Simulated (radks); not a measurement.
Task: Isoelectronic series with 20 electrons, each ion in its NIST ground configuration. All-electron calculation, scalar-relativistic Kohn-Sham, PBE, spin-polarised, spherical densities, point nucleus; open shells are filled with parallel spins first (spin-orbit coupling, left out, can overturn this in heavy ions). Program: a radial shooting solver on a logarithmic mesh with Libxc functionals. Total energies (hartree) and orbital eigenvalues (eV):

| ion | configuration | E (hartree) | 3p | 3s | 2p |
|---|---|---|---|---|---|
| Ca | [Ar] 4s2 | -680.32517 | -28.0081 | -47.0918 | -334.7385 |
| Ti2+ | [Ar] 3d2 | -852.82846 | -55.5329 | -79.3174 | -460.2122 |
| Cr4+ | [Ar] 3d2 | -1046.82250 | -104.5781 | -133.9132 | -623.8244 |
| Fe6+ | [Ar] 3d2 | -1262.04803 | -167.2529 | -202.4426 | -816.8361 |
| Ni8+ | [Ar] 3d2 | -1498.57327 | -242.7988 | -284.1165 | -1038.380 |
| Zn10+ | [Ar] 3d2 | -1756.50930 | -330.9835 | -378.7232 | -1288.198 |
| Ge12+ | [Ar] 3d2 | -2035.99213 | -431.7167 | -486.2121 | -1566.213 |
| Se14+ | [Ar] 3d2 | -2337.17725 | -544.9683 | -606.6033 | -1872.434 |
| Kr16+ | [Ar] 3d2 | -2660.23763 | -670.7401 | -739.9574 | -2206.915 |
| Sr18+ | [Ar] 3d2 | -3005.36292 | -809.0542 | -886.3627 | -2569.747 |
| Zr20+ | [Ar] 3d2 | -3372.75939 | -959.9466 | -1045.929 | -2961.041 |
| Mo22+ | [Ar] 3d2 | -3762.65017 | -1123.464 | -1218.784 | -3380.928 |
| Pd26+ | [Ar] 3d2 | -4610.89445 | -1488.601 | -1604.957 | -4307.093 |
| Cd28+ | [Ar] 3d2 | -5069.78363 | -1690.352 | -1818.613 | -4813.711 |
| Sn30+ | [Ar] 3d2 | -5552.24027 | -1904.991 | -2046.233 | -5349.601 |
| Te32+ | [Ar] 3d2 | -6058.58219 | -2132.600 | -2288.027 | -5914.966 |
| Xe34+ | [Ar] 3d2 | -6589.14928 | -2373.264 | -2544.224 | -6510.021 |
| Ba36+ | [Ar] 3d2 | -7144.3049 | -2627.078 | -2815.068 | -7134.992 |
| Ce38+ | [Ar] 3d2 | -7724.4374 | -2894.139 | -3100.825 | -7790.119 |

Estimate the row of Ru24+ ([Ar] 3d2).

Result: E (hartree) -4175.27571; 3p -1299.661; 3s -1405.073; 2p -3829.558.
